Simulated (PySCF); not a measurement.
## Two-component Hartree-Fock for Gd⁵⁵⁺ (gadolinium, charge +55)

Start: [He] 2s2 2p5; 2p1/2 filled at m_j = -1/2, +1/2; 2p3/2 filled at m_j = -1/2, +1/2, +3/2. Calculated with PySCF 2.14 in an uncontracted even-tempered set (17 s from 36 bohr⁻², ratio 2.4; 13 p from 46 bohr⁻², ratio 2.4; 5 d from 160 bohr⁻², ratio 2.6; 4 f from 240 bohr⁻², ratio 2.6): generalised Hartree-Fock with the X2C-1e Hamiltonian and a Gaussian nucleus; one run each with spin-orbit coupling (SO) switched off, then screened by Boettger's factors.

| spinor shell | electrons | ε, spin-free (eV) | ε, screened SO (eV) | weight of nominal j (screened SO) | rms radius, screened SO (bohr) |
| --- | --- | --- | --- | --- | --- |
| 1s1/2 | 2 | -55120.4 | -55104.7 | 1.000 | 0.0249 |
| 2s1/2 | 2 | -12652.9 | -12648.4 | 1.000 | 0.0984 |
| 2p1/2 | 2 | -11795.3 | -12306.1 | 1.000 | 0.0838 |
| 2p3/2 | 3 | -11795.3 | -11574.0 | 1.000 | 0.0897 |

```json
{"quantity": "E (hartree)", "spin-free": "-7614.41154", "screened SO": "-7628.27459"}
{"quantity": "M_J", "spin-free": "3/2", "screened SO": "3/2"}
{"quantity": "⟨J²⟩", "spin-free": "3.750", "screened SO": "3.750"}
{"quantity": "⟨L²⟩", "spin-free": "2.000", "screened SO": "2.013"}
{"quantity": "⟨S²⟩", "spin-free": "0.750", "screened SO": "0.763"}
```

Each row is a mean over spinors that exchange with the open shell spreads, by up to 54.073 eV (2s1/2).

Breit and QED terms are absent; they matter most for the inner s and p1/2 levels.

Densities and radii are taken from the X2C orbitals without a picture-change correction, which distorts them close to the nucleus.

Without spin-orbit coupling the j labels of p, d and f shells carry no meaning; the spin-free column gives the mean over the occupied spinors of each nl shell.
